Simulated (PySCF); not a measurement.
Ligands exchanged one at a time, Sn CH3-OCH3. All species are isolated molecules in the gas phase. One relaxed conformer stands for each flexible species; it need not be the lowest. Strings in code marks are SMILES.

All values below come from r2SCAN-D4/def2-TZVP // r2SCAN-D4/def2-SVP in PySCF. All candidates: neutral, multiplicity 1. Excitations are Tamm–Dancoff values on a coarser integration grid. The basis has no diffuse functions, so Rydberg states are missing or too high.

| Quantity | Value |
|---|---|
| HOMO | -6.71 eV |
| HOMO–LUMO gap | 7.06 eV |
| S1 excitation (TDA) | 7.27 eV |

Question: Identify which member has these values.
(A) `[CH3][Sn]([CH3])([CH3])[CH3]`
(B) `C[O][Sn]([CH3])([CH3])[O]C` (C–O–Sn–O torsion 59°, O–Sn–O–C torsion 58°)
(C) `C[O][Sn]([CH3])([O]C)[O]C`
(D) `C[O][Sn]([O]C)([O]C)[O]C`

Answer: A, `[CH3][Sn]([CH3])([CH3])[CH3]`. The others give `C[O][Sn]([O]C)([O]C)[O]C`: -6.69 eV, 4.17 eV, 4.21 eV; `C[O][Sn]([CH3])([CH3])[O]C` (C–O–Sn–O torsion 59°, O–Sn–O–C torsion 58°): -6.05 eV, 5.31 eV, 5.41 eV; `C[O][Sn]([CH3])([O]C)[O]C`: -6.31 eV, 4.73 eV, 4.81 eV
